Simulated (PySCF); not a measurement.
Compound: AlEt2H, C₄H₁₁Al.
Bonds: Al1–C2, Al1–C9, C2–C3, C9–C10. Hydrogens: H16 on Al1; H4, H5 on C2; H6, H7, H8 on C3; H11, H12 on C9; H13, H14, H15 on C10.

Method: PBE0-D3(BJ)/def2-SVP geometry optimisation, gas phase (PySCF 2.14.0); density fitting, grid level 1; the optimiser is geomeTRIC in internal coordinates, started from a GFN2-xTB structure with every atom displaced at random (about 0.03 Å).

Step 0: E = -10910.2027 eV
```
atom  x, y, z in Å  |  force x, y, z in eV/Å
Al1    -0.0732   -0.6749   -0.5448   -0.624   2.501   0.337
C2      1.6756   -1.1975    0.0185    2.406   0.222  -1.129
C3      2.0171   -0.6721    1.3984    3.505   0.628  -1.347
H4      2.5770   -0.8598   -0.6906   -1.964  -0.584   1.021
H5      1.7373   -2.3049   -0.0065    0.009   0.114   0.047
H6      3.0838   -0.9374    1.6848   -0.820   0.024  -0.228
H7      2.0408    0.4166    1.4639   -0.394   0.412  -0.079
H8      1.4485   -1.0483    2.1656   -1.996  -1.045   2.211
C9     -1.0110    1.2057   -0.2390   -0.372  -2.052  -2.106
C10    -2.4353    1.0579   -0.8455   -0.417   1.381   0.328
H11    -0.5124    2.0068   -0.7777    0.563   0.369  -0.220
H12    -1.0564    1.5085    0.7743   -0.058   0.380   1.622
H13    -3.0680    2.0304   -0.8238    0.863  -1.288   0.287
H14    -2.4360    0.7877   -1.9071    0.277  -0.140  -0.246
H15    -2.9973    0.2557   -0.3496   -0.237   0.057   0.146
H16    -1.0246   -1.6083   -1.2544   -0.742  -0.980  -0.642
```

**Question.** Estimate the geometry and energy of step 1. (The exact step hangs on the optimiser's Hessian estimate; all steps are aligned on step 0, rigid shifts and turns removed.)

**Answer.** E = -10910.7645 eV, largest force 1.392 eV/Å
```
atom  x, y, z in Å  |  force x, y, z in eV/Å
Al1    -0.1215   -0.7091   -0.5996   -0.307   1.333   0.262
C2      1.6692   -1.1659    0.0032    0.806  -0.097  -0.127
C3      1.9937   -0.6213    1.3966    1.108   0.097  -0.074
H4      2.4831   -0.8187   -0.6927   -0.629  -0.097   0.185
H5      1.7763   -2.2671   -0.0110   -0.004   0.007   0.056
H6      3.0456   -0.8415    1.6877   -0.258  -0.101  -0.095
H7      1.9452    0.4770    1.4466   -0.322   0.055  -0.007
H8      1.3850   -1.0440    2.1947   -0.429  -0.062   0.238
C9     -0.9672    1.1239   -0.2603   -0.142  -1.003  -0.720
C10    -2.3982    1.0650   -0.8162   -0.191   0.521  -0.025
H11    -0.4172    1.9162   -0.7927    0.228   0.048   0.050
H12    -0.9768    1.4090    0.7969    0.096   0.037   0.292
H13    -2.9425    2.0362   -0.7363    0.159  -0.353   0.148
H14    -2.4212    0.8201   -1.8905    0.103  -0.081  -0.032
H15    -3.0049    0.2896   -0.3224   -0.070   0.062   0.065
H16    -1.0828   -1.7032   -1.3374   -0.150  -0.365  -0.216
```

The energy changes by -0.5618 eV. The first-order estimate −F·Δx gives -0.8698 eV and the mean of the old and new forces, exact on a quadratic surface, -0.5645 eV. The step makes an angle of 73° with the force vector and moves no atom by more than 0.153 Å.

What follows is the cost of the whole optimisation. The run took 4.2 min wall, 3.6 min CPU on an Intel Xeon at 2.50 GHz with one thread, on a shared host, and the process peaked at 0.47 GiB of memory.
